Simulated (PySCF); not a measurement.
# Fractional electron number in P⁺ (phosphorus, charge +1)

The 3p alpha orbital of [Ne] 3s2 3p2 is emptied in steps (occupation f), with all orbitals relaxed, ending at [Ne] 3s2 3p1. Computed with PySCF 2.14 in def2-TZVPPD (6s5p4d1f, 48 functions), with the non-relativistic Hamiltonian (point nucleus). The exact energy is a straight line in f; departures are measured from the line between the end points of the same method.

```
   f  UHF (eV)  LDA (eV)  PBE (eV)  PBE0 (eV)  r2SCAN (eV)  LC-wPBE (eV)  BHandHLYP (eV)  wB97X (eV)  TPSS (eV)  BLYP (eV)
   1     0.000     0.000     0.000      0.000        0.000         0.000           0.000       0.000      0.000      0.000
0.75     0.104    -0.924    -0.901     -0.653       -0.844        -0.126          -0.416      -0.187     -0.870     -0.912
 0.5     0.136    -1.236    -1.200     -0.866       -1.113        -0.162          -0.553      -0.241     -1.156     -1.217
0.25     0.100    -0.929    -0.895     -0.644       -0.817        -0.115          -0.413      -0.173     -0.860     -0.910
   0     0.000     0.000     0.000      0.000        0.000         0.000           0.000       0.000      0.000      0.000
```

Task: For wB97X, how does the orbital energy at f = 1 compare with the removal energy?

Result: −ε = 18.670 eV against a total-energy difference of 19.685 eV. By Janak's theorem ε = ∂E/∂f, so the gap between them reflects the curvature. Along the path −ε is 19.207 (f = 0.75), 19.722 (f = 0.5), 20.175 (f = 0.25) eV.

```tsv
method	E(f=0) − E(f=1) (eV)	−ε at f=1 (eV)	−ε at f=0.5 (eV)
UHF	19.162	19.729	19.151
LDA	19.824	14.921	19.811
PBE	19.789	14.990	19.803
PBE0	19.822	16.334	19.844
r2SCAN	19.949	15.416	20.019
LC-wPBE	19.949	19.260	19.978
BHandHLYP	19.619	17.398	19.628
wB97X	19.685	18.670	19.722
TPSS	19.833	15.188	19.858
BLYP	19.562	14.708	19.568
```

Reference removal energy between the ground levels: 19.769 eV (semi-empirical (NIST evaluation); NIST Atomic Spectra Database, ionization energies). The calculation has no spin-orbit coupling. UHF lacks correlation.
